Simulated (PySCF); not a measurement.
# Solvent effects on NMR parameters

Atoms are numbered as in `[F:1][B:2]([F:3])[c:4]1[cH:5][cH:6][c:7]([SH:8])[cH:9][cH:10]1`; H(Xn) means a hydrogen on atom n.

GIAO PBE0/pcSseg-1 in PySCF 2.14 on one PBE0-D3(BJ)/def2-SVP conformer, non-relativistic, equivalent nuclei averaged. Solvents enter as an IEF-PCM continuum (acetone with ε = 20.5, water with ε = 78.4) around the gas-phase geometry. Shifts are referred to CFCl3, BF3·OEt2, TMS, CS2 computed in the same medium.

In acetone, δ in ppm: F1/F3 -91.8, B2 25.6, C7 153.5, C5/C10 144.7, C6/C9 132.7, C4 122.6, S8 -4.5, H(C5)/H(C10) 8.00, H(C6)/H(C9) 7.54, H(S8) 4.68. Dipole moment 2.95 D.

(1) How does each δ change in the more polar medium?

(2) Which of the listed nuclei move most (in ppm), and what does the model miss?

## Answers

(1) 
```
       atoms                     environment  Δδ, water
       F1/F3            fluorine bonded to B        0.0
          B2          boron bonded to C, 2 F        0.0
          C7  aromatic carbon bearing sulfur       +0.1
      C5/C10                     aromatic CH       +0.1
       C6/C9                     aromatic CH       +0.1
          C4     substituted aromatic carbon        0.0
          S8                    thiol sulfur       -1.0
H(C5)/H(C10)      hydrogen on an aromatic CH      +0.01
 H(C6)/H(C9)      hydrogen on an aromatic CH      +0.02
       H(S8)      hydrogen on a thiol sulfur      +0.07
```

Changes are relative to acetone. The dipole moment becomes 2.99 D in water.

(2) S8 (thiol sulfur, -1.0 ppm) in water. A continuum only polarises the solute; specific hydrogen bonds, the anisotropy of aromatic solvents and changes of geometry or conformer are outside it.
